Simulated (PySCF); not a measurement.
Stretching CrO

Set-up: PySCF, no relativity, basis sets Cr def2-TZVPP, O def2-TZVPP. Energies in eV from Cr (3d5 4s1) + O in their ground configurations at the same level. State: ⁵Π (quintet), unpaired electrons σ ↑, π ↑, δ ↑↑.

All columns are PBE0. A positive dipole means Cr(−)O(+).

| R (Å) | E (eV) | μ (D) | Mulliken charge on Cr (basis-dependent) | HOMO (eV) | LUMO (eV) | Mayer bond order | ⟨S²⟩ |
| --- | --- | --- | --- | --- | --- | --- | --- |
| 1.391 | -2.677 | -2.20 | 0.53 | -5.41 | -2.24 | 2.38 | 6.04 |
| 1.455 | -3.439 | -2.85 | 0.57 | -5.70 | -2.46 | 2.30 | 6.06 |
| 1.520 | -3.837 | -3.45 | 0.58 | -5.84 | -2.67 | 2.22 | 6.10 |
| 1.569 | -3.963 | -3.84 | 0.58 | -5.91 | -2.80 | 2.16 | 6.14 |
| 1.617 | -3.985 | -4.18 | 0.57 | -5.97 | -2.91 | 2.08 | 6.21 |
| 1.665 | -3.938 | -4.44 | 0.55 | -6.01 | -2.96 | 1.97 | 6.31 |
| 1.730 | -3.812 | -4.68 | 0.53 | -6.01 | -2.96 | 1.79 | 6.46 |
| 1.811 | -3.607 | -4.85 | 0.50 | -5.99 | -2.86 | 1.55 | 6.64 |
| 1.908 | -3.334 | -5.00 | 0.47 | -5.96 | -2.68 | 1.30 | 6.81 |
| 2.037 | -2.953 | -5.27 | 0.46 | -5.96 | -2.62 | 1.08 | 6.95 |

A fit through these points gives, at Re = 1.606 Å, μ = -4.11 D and dμ/dR = -6.55 D/Å; the reduced mass is 12.23 u.

Q: How strong is the fundamental in the double-harmonic approximation, I = 42.26·(dμ/dR)²/μred km/mol?

A: I = 42.26·(-6.55)²/12.23 = 148 km/mol at PBE0.

The metal atom is held in its measured ground configuration; semilocal functionals can put another filling of s and d lower by some tenths of an eV, and De to that atom would be smaller. ⟨S²⟩ of the unrestricted solution departs from its pure value on part of the curve, where spin states mix. The state is the lowest single determinant that the PBE0 search found; with open d or f shells the true ground state can be another one.
